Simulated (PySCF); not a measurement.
CuF, optimised at HF/6-31G*:

```xyz
2

Cu     0.0038    -0.6371     0.5839
F     -0.0038     0.6371    -0.5839
```

Method: PySCF energies (xtb for GFN2) plus ideal-gas RRHO corrections (1 bar). 6-31G* has spherical d functions here. All species are closed-shell singlets. B3LYP is the form with VWN-RPA correlation. Cu: all electrons, no relativistic terms.

List the harmonic frequencies (cm⁻¹, unscaled) at this level and at the other levels, each on its own geometry.


- HF/6-31G*: 658
- B3LYP/6-31G*: 774
- GFN2-xTB: 507
- PBE/def2-SVP: 626
- PBE0/def2-TZVP: 592
